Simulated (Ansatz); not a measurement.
Ansatz results at the PBE0-D4/def2-TZVP geometry: HOMO energy (ωB97M-V/def2-TZVPP) -9.03 eV; LUMO energy (PBE/def2-TZVPP) -0.77 eV; size of the dipole moment (B3LYP/def2-TZVPP) 2.50 D.

Each molecule was computed in one conformer, which needn't be the lowest.

**Question.** Which molecule gave them?
A. `F[SiH2][BH][SnH3]`
B. `NBC(N)[SiH3]`
C. `[CH3][Al]([NH2])[CH]=O`
D. `CC#CS`

**Answer.** B. The others give `F[SiH2][BH][SnH3]`: -9.90, -4.05, 1.67; `CC#CS`: -8.59, -0.94, 1.28; `[CH3][Al]([NH2])[CH]=O`: -8.56, -2.66, 3.28.

B3LYP here is the variant with VWN-RPA as its local correlation; programs differ in this.
